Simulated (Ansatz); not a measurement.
Consider the atomization: `[OH][In]([Cl])[Br]` → Br• + Cl• + H• + In• + O•.

Calculated with Ansatz (gas phase, PBE0-D4/def2-TZVP geometries, no zero-point term in ΔE). CCSD(T)/CBS is the MP2 limit (def2-TZVPP, def2-QZVPP) plus CCSD(T) − MP2 in def2-TZVPP, frozen cores. This one scheme is used for every species, atoms too. Functionals use def2-TZVPP. B3LYP here is the variant with VWN-RPA as its local correlation; programs differ in this. HSE06 is defined as in plane-wave codes. Open shells (•) are unrestricted, without spin–orbit coupling. Spin–orbit coupling would lower the free atoms: a little for Cl, O; clearly for Br; strongly for In. def2 core potentials past Kr. For Br, In outer-core shells are correlated without core-valence functions, so the limit isn't a true one: a few kJ/mol of doubt a bond, and 10 to 20 or more in all where bonds break to atoms. Scalar relativity is left out up to krypton. Each species was taken in one conformer, which may not be the lowest.

(1) What is ΔE at CCSD(T)/CBS? (An estimate is asked.)

(2) What do these levels give: B97M-V, B3LYP-D4, r2SCAN0-D4, HSE06-D4, BHLYP-D4, PBE-QIDH, r2SCAN0, CCSD(T)/def2-SVP, MP2/def2-TZVPP, CCSD/def2-TZVPP, HF/def2-QZVPP, MP2/CBS(def2)? (Estimate.)

Largest T1 diagnostic among the species: 0.015.

Answers

(1) Ansatz gave: +1421.8 kJ/mol.

(2) The calculation gave: B97M-V 1399.9, B3LYP-D4 1350.8, r2SCAN0-D4 1361.3, HSE06-D4 1379.5, BHLYP-D4 1301.0, PBE-QIDH 1383.6, r2SCAN0 1357.6, CCSD(T)/def2-SVP 1267.2, MP2/def2-TZVPP 1414.1, CCSD/def2-TZVPP 1316.4, HF/def2-QZVPP 935.4, MP2/CBS(def2) 1481.5 kJ/mol.

From PBE to PBE0 (25 % exact exchange), in def2-TZVPP and without D4, ΔE moves by −38.2 kJ/mol: exact exchange takes away binding that semilocal exchange gives to molecules. The D4 term adds +20.7 kJ/mol with B3LYP and +11.0 kJ/mol with PBE0; it sums over pairs of atoms, weighted by their polarisabilities, and B3LYP, whose exchange is more repulsive, gets the larger term. Leaving LDA and LC-ωPBE aside and taking each functional with its dispersion term where it has one, the values, not all of them listed here, spread over 116.9 kJ/mol, from BHLYP-D4 to PBE-D4. LDA lies +232.1 kJ/mol from PBE without D4, its usual overbinding.

For atomizations the MP2-based limit and the directly extrapolated one differ by several kJ/mol either way, and by 10 to 25 for some Ge, Se and Sn compounds, so smaller differences from it don't rank the levels.
